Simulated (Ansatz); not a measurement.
A CCSD(T) single point on C₆H₁₀O₂Zn (`CC1=CC(C)=[O+][Zn-]([CH3])[O]1`).

```yaml
crystal:
  periodic: [false, false, false]
  atoms:
    - {symbol: C, position_ang: [2.516124, 1.089874, -1.094729]}
    - {symbol: C, position_ang: [1.244249, 0.514470, -0.549306]}
    - {symbol: C, position_ang: [0.422767, 1.313454, 0.252014]}
    - {symbol: C, position_ang: [-0.785971, 0.904719, 0.824037]}
    - {symbol: C, position_ang: [-1.562061, 1.873789, 1.663576]}
    - {symbol: O, position_ang: [-1.308458, -0.243327, 0.698098]}
    - {symbol: Zn, position_ang: [-0.554868, -1.728525, -0.328969]}
    - {symbol: C, position_ang: [-1.142330, -3.550387, -0.679200]}
    - {symbol: O, position_ang: [1.011506, -0.689168, -0.871733]}
    - {symbol: H, position_ang: [2.674058, 2.123180, -0.790119]}
    - {symbol: H, position_ang: [3.356463, 0.477830, -0.758632]}
    - {symbol: H, position_ang: [2.494526, 1.030400, -2.185508]}
    - {symbol: H, position_ang: [0.747933, 2.326043, 0.444959]}
    - {symbol: H, position_ang: [-1.075400, 2.844614, 1.742502]}
    - {symbol: H, position_ang: [-1.696971, 1.450981, 2.662034]}
    - {symbol: H, position_ang: [-2.558479, 1.999090, 1.233058]}
    - {symbol: H, position_ang: [-1.682767, -3.601715, -1.627550]}
    - {symbol: H, position_ang: [-1.810117, -3.905181, 0.108204]}
    - {symbol: H, position_ang: [-0.290213, -4.230143, -0.742734]}
basis:
  gaussian: {orbitals: def2-TZVPP}
correlation: {method: ccsd_t, frozen_orbitals: {C: 1, H: 0, O: 1, Zn: 9}}
output: {orbitals: {seedname: orbitals}}
```

```sh
$ ansatz run in.yaml --threads 4 --pin off --events-out ev --progress --plain --max-ram 46080MiB --backend cuda --devices 0, --max-vram 37GiB
```

The program prints (abridged):

```
Functional definition: HF
2770 factors; integrals over basis functions are off by at most 1.0e-3 eV
mean field evaluation 1: about -58789.5829 eV, gradient 5.6e1 eV
mean field evaluation 2: about -58790.1790 eV, gradient 5.6e1 eV
mean field evaluation 4: about -58797.2237 eV, gradient 8.7e0 eV
mean field evaluation 8: about -58797.3827 eV, gradient 1.0e0 eV
mean field evaluation 16: about -58797.3845 eV, gradient 2.0e-6 eV
mean field -58797.38446608 eV, -2160.7640248297 hartree, gradient 2.0e-6 eV, S^2 0.000000; 0 other end points of the search recorded, 0 dependent functions left out
17 core orbitals not correlated: weight in the atoms' cores, before any rotation towards them, 1.000 or more for the frozen orbitals, at most 0.000 for the correlated occupied ones
reference -58797.38446608 eV, -2160.7640248297 hartree; 29, 29 occupied and 406, 406 virtual orbitals, 2770 factors
second order -53.44127052 eV of doubles, -0.00000000 eV of singles
cycle   1  -51.70575093 eV  change     1.7e0 eV  update   1.8e-1
cycle   2  -53.12747889 eV  change    -1.4e0 eV  update   6.5e-2
cycle   3  -53.46240275 eV  change   -3.3e-1 eV  update   3.3e-2
cycle   4  -53.43566561 eV  change    2.7e-2 eV  update   1.1e-2
cycle   5  -53.41579581 eV  change    2.0e-2 eV  update   5.2e-3
cycle   6  -53.41935071 eV  change   -3.6e-3 eV  update   1.8e-3
cycle   7  -53.41986980 eV  change   -5.2e-4 eV  update   7.5e-4
cycle   8  -53.41895953 eV  change    9.1e-4 eV  update   2.6e-4
cycle   9  -53.41905777 eV  change   -9.8e-5 eV  update   8.3e-5
cycle  10  -53.41925739 eV  change   -2.0e-4 eV  update   3.3e-5
cycle  11  -53.41916059 eV  change    9.7e-5 eV  update   1.4e-5
cycle  12  -53.41916798 eV  change   -7.4e-6 eV  update   4.7e-6
perturbative correction -2.22715470 eV, -0.0818464254 hartree
Total energy: -58853.03078876 eV, -2162.8089894697 hartree
```

It took 51 s on 4 threads of an AMD EPYC 7R13 on a shared host and a share of an NVIDIA H100 80 GB, with 1.1 GiB of host memory at the peak.

MP2 recovers 96.0 % of the CCSD(T) correlation energy and the triples give 4.0 %; T1 = 0.0163.
